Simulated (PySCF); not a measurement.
# Radial density of As(2+) (arsenic, charge +2)

PBEsol, [Ar] 3d10 4s2 4p1, 2P determinant. Calculation: PySCF 2.14, in aug-cc-pwCVTZ-PP with ECP10MDF; a scalar-relativistic core potential. This is the valence pseudo-density: the core potential removes the inner electrons and smooths the orbitals near the nucleus.

```
r (bohr)  4πr²ρ (e/bohr)  4πr²(ρα − ρβ)
0.000991       3.064e-05         0.0000
 0.00167       8.610e-05         0.0000
 0.00280       0.0002390         0.0000
 0.00471       0.0006426         0.0000
 0.00793        0.001605         0.0000
  0.0133        0.003560         0.0000
  0.0224        0.007181         0.0000
  0.0377         0.01475         0.0000
  0.0635         0.06680         0.0000
   0.107          0.5702        -0.0001
   0.180           3.858         0.0021
   0.302           16.48         0.0450
   0.508           30.53         0.0797
   0.855           13.53         0.0083
    1.44           3.276         0.4573
    2.42           1.076         0.4286
    4.07         0.05991         0.0397
    6.84       0.0003183         0.0003
```

Energies and moments cover only the electrons outside the core potential.
